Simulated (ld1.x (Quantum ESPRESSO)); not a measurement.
**What the settings do to the TM potential of phosphorus (P)**

Base potential:

| Item | Value |
| --- | --- |
| Element | P (Z = 15) |
| Generator | ld1.x (Quantum ESPRESSO) 7.5 |
| Type | norm-conserving Troullier–Martins (Kleinman–Bylander form) |
| Functional | Wu–Cohen |
| Relativity | scalar-relativistic |
| Frozen core | [Ne] |
| Valence charge | 5 |
| Reference configuration | 3s2 3p1 (charge +2) |
| Partial waves | 3p (bound): rc 1.35 bohr; 3d channel at -0.05 Ry: rc 1.10 bohr; 3s (bound): rc 1.35 bohr |
| Local potential | the s channel |
| Core correction | a·sin(br)/r model core inside 0.75 bohr |

All-electron outer shells of the reference configuration (Wu–Cohen, scalar-relativistic, ld1.x):

| shell | level (eV) | outermost node (bohr) | outermost maximum (bohr) |
| --- | --- | --- | --- |
| 3s | -33.95 | 0.65 | 1.52 |
| 3p | -24.28 | 0.63 | 1.68 |

Cutoffs, loose and tight: the cutoffs (Ry, on a coarse ladder) from which the occupation-weighted sum of valence levels, in a spherical-Bessel basis at the reference potential, stays within 10 and 1 mRy of its value at 400 Ry. They do not see the model core or the augmentation charge, which bear on the density cutoff. Test errors are all-electron minus pseudo excitation energies from the reference, over the configurations 3s2 3p3; 3s2 3p2; 3s2 3p0; 3s2 3p2.5; 3s0 3p5; 3s1 3p3; 3s1 3p4. A dash means not determined; rows that change the core or the reference have their own tests.

| change | outcome | cutoff, loose | cutoff, tight | bound ghosts | largest test error (meV) |
| --- | --- | --- | --- | --- | --- |
| base | generated | 45 Ry | 90 Ry | none | +28 |
| all radii but the core radius scaled by about 0.77 (s 1.04, p 1.04, d 0.84 bohr) | generated | 160 Ry | 300 Ry | none | +49 |
| all radii but the core radius scaled by about 0.85 (s 1.14, p 1.14, d 0.94 bohr) | generated | 90 Ry | 180 Ry | none | +35 |
| all radii but the core radius scaled by about 0.93 (s 1.26, p 1.26, d 1.02 bohr) | generated | 55 Ry | 100 Ry | none | +30 |
| all radii but the core radius scaled by about 1.13 (s 1.52, p 1.52, d 1.24 bohr) | generated | 35 Ry | 50 Ry | none | +27 |
| all radii but the core radius scaled by about 1.20 (s 1.62, p 1.62, d 1.32 bohr) | generated | 30 Ry | 50 Ry | none | +30 |
| all radii but the core radius scaled by about 1.29 (s 1.74, p 1.74, d 1.42 bohr) | generated | 30 Ry | 45 Ry | none | +32 |
| all radii but the core radius scaled by about 1.38 (s 1.86, p 1.86, d 1.52 bohr) | generated | 25 Ry | 40 Ry | none | +39 |

Reading the sweep of the scale of all radii but the core radius (base = 1) (base included, trends over the rows without a ghost): The loose cutoff falls from 160 Ry at 0.77 to 25 Ry at 1.38. A larger radius leaves more room for a smooth pseudo-wave, so fewer plane waves are needed; a smaller one forces it to follow the all-electron wave where it bends sharply. The median size of the test errors (rows with all tests solved) is not monotonic: lowest 16.1 meV at 1.13, highest 28.7 meV at 0.77.
